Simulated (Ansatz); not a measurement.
# What each rung costs, and what it gives

Saddle point of Si₃N₃H₁₂, doublet (Si₃N₂H₉ ([SiH3][NH][SiH][NH][SiH3]) + NH₃ → Si₂N₂H₇ ([NH2][SiH][NH][SiH3]) + SiNH₅ ([NH2][SiH3]); bonds formed: Si1–N8, N2–H7; bonds broken: Si1–N2, H7–N8), PBE0-D4/def2-TZVP structure:

```
atom    x (Å)    y (Å)    z (Å)
 Si1   0.7216   0.1392   0.8238
  N2   1.0731  -0.0397  -1.0457
 Si3  -0.1522  -0.7519  -2.0920
  N4  -0.4840   1.4445   0.8821
 Si5  -2.1460   1.2155   1.2859
  H6  -0.2499  -0.9875   1.0278
  H7   1.9033  -0.7765  -0.5355
  N8   2.2387  -1.1344   0.7579
  H9   1.4845   0.8027  -1.4339
 H10  -1.4076   0.0357  -2.0630
 H11  -0.3926  -2.1279  -1.5977
 H12   0.3692  -0.7929  -3.4839
 H13  -0.1284   2.3802   1.0135
 H14  -2.3585   0.5967   2.6263
 H15  -2.8153   0.3290   0.2955
 H16  -2.8296   2.5399   1.2864
 H17   2.0586  -2.0673   1.1118
 H18   3.1149  -0.8053   1.1406
```

Barriers are electronic and count from the start structure reached by relaxing down the imaginary mode. Spin–orbit coupling is left out.

Ansatz 0.2.0; basis: as named in each row; cores frozen in the correlated methods; orbitals are unrestricted. B3LYP uses VWN-RPA correlation. Extrapolation: Hartree–Fock as exp(−7.88 √X), correlation as X^−2.97.

Times are rough, for one single point on 4 threads of a shared host (AMD EPYC 7R13), with one NVIDIA H100 (or a share of it) where marked.

The estimate by CCSD(T) at an estimated basis limit (MP2 extrapolated from triple and quadruple zeta, plus CCSD(T) − MP2 in triple zeta) is 31.24 kcal/mol.

```tsv
method	basis	time (s)	barrier (kcal/mol)	method less estimate
HF	STO-3G	under 1	33.01	1.78
PBE-D4	STO-3G	1	-4.11	-35.34
SPW92	def2-SVP	2	13.39	-17.84
PBE-D4	def2-SVP	3	21.45	-9.78
BHLYP-D4	def2-TZVPP	3 (H100)	36.62	5.39
PBE-QIDH	def2-TZVPP	3 (H100)	29.86	-1.37
B3LYP-D4	6-31G	4	19.79	-11.45
CAM-B3LYP-D4	def2-TZVPP	4 (H100)	32.36	1.12
B2PLYP	def2-TZVPP	4 (H100)	31.69	0.45
PBE0-D4	def2-TZVPP	4 (H100)	27.92	-3.31
r2SCAN0-D4	def2-TZVPP	4 (H100)	29.93	-1.31
CCSD(T)	def2-SVP	4 (H100)	31.37	0.14
SPW92	def2-TZVPP	5 (H100)	16.81	-14.43
B3LYP-D4	def2-TZVPP	5 (H100)	32.11	0.88
BLYP-D4	def2-TZVPP	5 (H100)	29.89	-1.35
PBE-D4	def2-TZVPP	5 (H100)	24.33	-6.90
r2SCAN-D4	def2-TZVPP	5 (H100)	27.62	-3.62
PBE0-D4	def2-SVP	6	25.24	-6.00
B97M-V	def2-TZVPP	6 (H100)	31.91	0.68
wB97M-V	def2-TZVPP	6 (H100)	30.79	-0.44
RPA on PBE	def2-TZVPP	6 (H100)	30.77	-0.46
MP2	def2-QZVPP	6 (H100)	30.01	-1.22
wB97X-V	def2-TZVPP	6 (H100)	31.37	0.14
wB97M-V	def2-SVP	16	27.83	-3.40
CCSD(T)	def2-TZVPP	41 (H100)	31.36	0.12
```

All methods are single points on the PBE0-D4 structures; a negative value means that the method puts the saddle structure below the start.

The T1 diagnostic stays at or below 0.014. ⟨S²⟩ of the unrestricted Hartree–Fock references: 0.75 to 0.76 (a pure state has 0.75).

Labels in which every atom is bracketed show which atoms are joined, not bond orders.
